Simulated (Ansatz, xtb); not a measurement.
A geometry optimisation of C16H11NS with r2SCAN-D4/def2-SVP

The starting geometry of this gas-phase singlet was built from a drawn formula by distance geometry and a force field; its bonds are those of `c1ccsc2ccc3cc(c-2cc1)-c1ccn-3c1`.

| atom | x (Å) | y (Å) | z (Å) |
| --- | --- | --- | --- |
| C | -3.1852 | 0.8997 | 0.2962 |
| C | -2.6860 | 1.4455 | -0.9700 |
| C | -1.6656 | 2.3049 | -1.1134 |
| C | 0.4200 | 1.4274 | 0.0842 |
| C | 1.4702 | 1.5804 | -0.7162 |
| C | 2.4773 | 0.5882 | -1.0573 |
| C | 2.8995 | -0.3180 | -0.1813 |
| C | 2.4582 | -0.1458 | 1.2810 |
| C | 1.2347 | -0.7092 | 1.3411 |
| C | 0.0539 | 0.1805 | 0.8733 |
| C | -1.1271 | -0.2497 | 1.2759 |
| C | -2.4703 | 0.2530 | 1.2500 |
| C | 1.3273 | -2.1628 | 0.7967 |
| C | 0.7985 | -2.5045 | -0.5233 |
| C | 1.9149 | -2.2611 | -1.3956 |
| C | 2.6514 | -2.6875 | 0.5839 |
| N | 2.8745 | -1.7397 | -0.4973 |
| S | -0.6662 | 2.8132 | 0.2320 |
| H | -4.1939 | 1.1417 | 0.4931 |
| H | -3.3121 | 1.1968 | -1.8539 |
| H | -1.5134 | 2.6971 | -2.0462 |
| H | 1.6236 | 2.5242 | -1.2736 |
| H | 2.5619 | 0.3777 | -2.1303 |
| H | 3.2581 | -0.4776 | 1.8886 |
| H | -1.1350 | -1.1823 | 1.9234 |
| H | -3.1031 | -0.0499 | 2.1153 |
| H | -0.2419 | -2.4522 | -0.9002 |
| H | 1.9964 | -2.2058 | -2.4671 |
| H | 2.9342 | -3.6979 | 0.4392 |

Where would you expect an optimisation with r2SCAN-D4/def2-SVP to take it?

A new bond forms, giving a structure given below by its coordinates. Distances that change by over a tenth: C8–C9 (1.35 → 1.51 Å). Contacts that close: C8–C16 (2.64 → 1.55 Å).

The energy falls by 6.45 eV over 19 steps:

| step | E − E(last) (eV) |
| --- | --- |
| 1 | 6.446 |
| 3 | 2.782 |
| 5 | 0.850 |
| 7 | 0.263 |
| 9 | 0.073 |
| 11 | 0.026 |
| 13 | 0.011 |
| 15 | 0.003 |
| 17 | 0.000 |
| 19 | 0.000 |

Final geometry (Å):

```xyz
29

C    -3.1643    1.0131    0.0714
C    -2.7275    2.1276   -0.7247
C    -1.6602    2.9517   -0.5593
C     0.4139    1.2928    0.1570
C     1.3520    1.4589   -0.8351
C     2.1421    0.3802   -1.3968
C     2.6760   -0.5405   -0.5556
C     2.6124   -0.5368    0.9625
C     1.1466   -0.8819    1.0913
C     0.0570    0.0274    0.8062
C    -1.2203   -0.3862    1.1411
C    -2.5526    0.0787    0.8792
C     1.3635   -2.2510    0.8711
C     0.9878   -3.0013   -0.3608
C     1.9739   -2.7604   -1.2555
C     2.8670   -2.0581    0.8087
N     3.0263   -1.9130   -0.6862
S    -0.4698    2.7788    0.7199
H    -4.2516    0.8708    0.0092
H    -3.4235    2.4126   -1.5259
H    -1.5392    3.8104   -1.2311
H     1.4204    2.4595   -1.2810
H     2.2444    0.2835   -2.4842
H     3.1531    0.2030    1.5691
H    -1.2198   -1.3270    1.7058
H    -3.2874   -0.5704    1.3726
H     0.0780   -3.5704   -0.5603
H     2.0479   -3.0879   -2.2950
H     3.6088   -2.6778    1.3343
```

From the same start GFN2-xTB reaches the same bonding as this run.

The end wasn't checked by frequencies. Run with Ansatz 0.2.0, 2.2 min on 8 threads of Intel(R) Xeon(R) Platinum 8259CL CPU @ 2.50GHz (Skylake/Cascade Lake) (shared host).
